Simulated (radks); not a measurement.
The table gives one normalised radial function P(r) = r R(r) of Ru39+ in [He] 2s2 2p1 (r in bohr). All-electron calculation, scalar-relativistic Kohn-Sham, PBEsol, spin-unpolarised, spherical densities, finite nucleus; Fermi nuclear charge, rms radius 4.4809 fm. Program: a radial shooting solver on a logarithmic mesh with Libxc functionals.

| r | P |
|---|---|
| 0.001759 | 0.3821 |
| 0.002422 | 0.5017 |
| 0.003362 | 0.6549 |
| 0.00463 | 0.8347 |
| 0.006428 | 1.0435 |
| 0.008852 | 1.2514 |
| 0.01219 | 1.4223 |
| 0.01692 | 1.4850 |
| 0.0233 | 1.3315 |
| 0.03235 | 0.8330 |
| 0.04455 | -0.0513 |
| 0.06185 | -1.2612 |
| 0.08517 | -2.3702 |
| 0.1173 | -2.8646 |
| 0.1628 | -2.3987 |
| 0.2242 | -1.3401 |
| 0.3113 | -0.4329 |
| 0.4286 | -0.0717 |
| 0.595 | -0.0043 |
| 0.8195 | -0.0001 |

Which n and l does it have? It may be an empty orbital.

Answer. n = 2, l = 0: the number of nodes gives n - l - 1 = 1, the rise at small r (about r^(l+1), flatter next to the nucleus through relativity) gives l, and the extent must fit the shell. The curve is that of 2s. 2s: eigenvalue -5891.4 eV, 1 radial node at r = 0.0439 bohr, <r> = 0.137 bohr, 90 % of the charge inside 0.210 bohr.
